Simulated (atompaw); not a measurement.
**Building the PAW (atompaw) potential for gadolinium (PBE, scalar-relativistic).**

- Element: Gd (Z = 64)
- Generator: atompaw 4.2.0.5
- Type: PAW
- Functional: PBE
- Relativity: scalar-relativistic
- Frozen core: [Kr] 4d10
- Valence charge: 18
- Reference configuration: 4f7 5s2 5p6 5d1 6s2 6p0
- Partial waves: 5s (bound): rc 1.75 bohr; 6s (bound): rc 2.95 bohr; 5p (bound): rc 2.80 bohr; 6p (bound, empty): rc 2.95 bohr; 5d (bound): rc 2.95 bohr; 5d channel at 1.4 Ry: rc 2.95 bohr; 4f (bound): rc 1.45 bohr; 4f channel at 1.05 Ry: rc 1.45 bohr
- Local potential: vpsmatchnc scheme with l = 4 at 1 Ry, radius 2.55 bohr
- Core correction: smooth core density matched at 2.85 bohr
- Augmentation charge: sinc compensation charge, radius 2.15 bohr; PAW radius 2.95 bohr; waves and projectors: custom rrkj vanderbiltortho

All-electron outer shells of the reference configuration (PBE, scalar-relativistic, ld1.x):

| shell | level (eV) | outermost node (bohr) | outermost maximum (bohr) |
| --- | --- | --- | --- |
| 4p | -276.39 | 0.29 | 0.54 |
| 4d | -147.72 | 0.27 | 0.56 |
| 5s | -49.74 | 0.65 | 1.20 |
| 5p | -27.26 | 0.70 | 1.35 |
| 4f | -8.70 | – | 0.56 |
| 6s | -4.13 | 1.60 | 3.37 |
| 5d | -2.53 | 0.79 | 1.95 |
| 6p | -1.33 | 1.93 | 4.55 |

Does this generation succeed?

No. atompaw 4.2.0.5 stopped with "atompaw: The overlap operator has at least one negative eigenvalue!": the overlap operator built from these waves and projectors is not positive definite.
